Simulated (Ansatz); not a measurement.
`[CH3][Ta](=[O])([F])[F]` + H₂O → `[O]=[Ta]([OH])([F])[F]` + CH₄ at 600 K and 1 bar (formal hydrolysis of a Ta–C bond).

Program: Ansatz. Geometries: PBE0-D4/def2-TZVP. ΔE: electronic, gas phase. CCSD(T)/CBS adds triple-zeta CCSD(T) − MP2 to the extrapolated MP2 energy (def2 sets, frozen cores). This one scheme is used for every species. Elements past krypton have def2 core potentials. For Ta outer-core shells are correlated without core-valence functions, which leaves a few kJ/mol of doubt a bond. Each species was taken in one conformer, which may not be the lowest.

```tsv
species	CCSD(T)/CBS energy (Eh)	H − E (kJ/mol)	S (J/(mol·K))
`[CH3][Ta](=[O])([F])[F]`	-371.71058	168.9	443.3
H₂O	-76.37941	76.8	212.8
`[O]=[Ta]([OH])([F])[F]`	-407.68418	105.7	416.4
CH₄	-40.46206	140.4	215.7
```

H − E and S are ideal-gas, rigid-rotor, harmonic terms from PBE0-D4/def2-TZVP, for one conformer and one mirror image of each species. 1 Eh = 2625.50 kJ/mol, R = 8.31446 J/(mol·K).

Q: By hand: ΔE, ΔH, ΔS and ΔG.

A: ΔE = (-407.68418) + (-40.46206) − (-371.71058) − (-76.37941) = -0.05625 Eh = -147.7 kJ/mol. Δ(H − E) = 105.7 + 140.4 − 168.9 − 76.8 = 0.4, so ΔH = -147.3 kJ/mol. ΔS = 416.4 + 215.7 − 443.3 − 212.8 = -24.0 J/(mol·K). ΔG = -147.3 − 600 × (-24.0)/1000 = -132.9 kJ/mol.

Q: By hand: the equilibrium constant, and the temperature at which ΔG would vanish if ΔH and ΔS stayed fixed.

A: log₁₀ K = −ΔG/(RT ln 10) = 11.6. ΔG = 0 at ΔH/ΔS = 6138 K, far beyond where these terms or the molecules hold.

ΔH outweighs TΔS. A doubt of 5 kJ/mol in ΔE shifts log₁₀ K by 0.4 here. Other conformers and mirror images would add mixing entropy, several J/(mol·K) or more a flexible species. These are equilibria of isolated gas molecules and say nothing of rates. Largest T1 diagnostic: 0.020 (customary marks: 0.02 for closed shells, 0.045 for open ones).
